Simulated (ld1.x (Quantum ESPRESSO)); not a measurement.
Hf, TM: configuration errors across variants

ld1.x (Quantum ESPRESSO) 7.5 input, shortened:

```
&input
   title='Hf', zed=72., rel=1, dft='PW91', iswitch=3,
   config='[Xe] 4f14 5d2 6s2 6p0'
 /
 &inputp
   pseudotype=2, tm=.true., lloc=2,
   nlcc=.false.
 /
3
5S  1  0   2.00   0.00  1.90  1.90  0.0
5P  2  1   6.00   0.00  1.80  1.80  0.0
5D  3  2   2.00   0.00  1.60  1.60  0.0
 &test
   configts(1)='5s2 5p6 5d2 6s2 6p0'
 /
```

Occupied shells without a wave of their own: 6s. They enter only through the test configuration that unscreens the potential.

All-electron excitation energies from the reference (eV): (1) 5s2 5p6 5d2 6s1 6p0 8.031; (2) 5s2 5p6 5d2 6s0 6p0 22.253; (3) 5s2 5p6 5d1 6s0 6p0 44.116; (4) 5s1 5p6 5d2 6s2 6p0 73.158; (5) 5s2 5p6 5d2 6s0 6p2 7.913; (6) 5s2 5p6 5d2 6s0 6p1 12.736; (7) 5s2 5p6 5d0 6s0 6p0 77.081.

For the base: The 6s level has no wave, so the channel is fitted at the deeper level alone: the likely source of the large errors.

On the changes marked as counting shells twice: ld1.x takes every shell without a wave as core, so the model core holds the marked electrons as well and exchange and correlation see them twice. This cancels in the reference configuration, but the file is broken for other ones, and its errors say nothing about a proper core correction.

2 further variants failed, have other tests or another functional or relativity, and are left out.

The file “base” misses its own reference levels by 0.4 eV. The file “wave 5p (bound): rc 1.80 bohr becomes 5p (bound): rc 1.92 bohr” misses its own reference levels by 0.4 eV. The file “core correction a·sin(br)/r model core inside 1.98 bohr (6s counted twice)” misses its own reference levels by 0.4 eV.

Errors AE − PS in meV (a dash: test not solved or not reliable):

```tsv
change	(1)	(2)	(3)	(4)	(5)	(6)	(7)	bound ghosts
base	+483	+1219	+1668	-396	+1672	+1602	+2158	none
wave 5p (bound): rc 1.80 bohr becomes 5p (bound): rc 1.92 bohr	+483	+1219	+1668	-405	+1614	+1556	+2159	none
all radii scaled by about 1.11 (s 2.12, p 2.00, d 1.78 bohr)	+145	+360	+473	-356	+2009	+1579	+600	not determined
core correction a·sin(br)/r model core inside 1.98 bohr (6s counted twice)	+364	+627	+674	-450	+1622	+1476	+773	none
```

Q: Give the same row for: local potential the s channel.

A: -2507, -6273, -8582, -544, -4791, -5415, -11350; bound ghosts: none.
